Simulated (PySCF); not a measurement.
Working out the ionisation energy of Nb

Nb [Kr] 4d4 5s1 (6D) → Nb⁺ [Kr] 4d4 (5D). All numbers are calculated (PySCF 2.14, a scalar-relativistic core potential, in aug-cc-pVDZ-PP with ECP28MDF). Frozen: 4s2 4p6. Energies in hartree (1 hartree = 27.21139 eV):

```json
{"part": "UHF", "Nb (lower)": "-56.147420", "Nb⁺ (upper)": "-55.927002"}
{"part": "CCSD correlation", "Nb (lower)": "-0.051952", "Nb⁺ (upper)": "-0.032710"}
{"part": "(T)", "Nb (lower)": "-0.001031", "Nb⁺ (upper)": "-0.000302"}
```

Problem. What does Hartree-Fock give?

Solution. (-55.927002) − (-56.147420) = 0.220418 hartree = 5.998 eV.

Problem. What do CCSD and CCSD(T) give?

Solution. The CCSD correlation energies differ by 0.019242 hartree = 0.524 eV and the triples by 0.000729 hartree = 0.020 eV, so CCSD gives 6.522 eV and CCSD(T) 6.542 eV.

Measured between the centres of the two terms (NIST): 6.776 eV, so CCSD(T) (valence) is off by -0.234 eV.

A double-zeta basis recovers only part of the correlation energy.

What remains against the reference includes basis incompleteness, the frozen core and higher excitations.
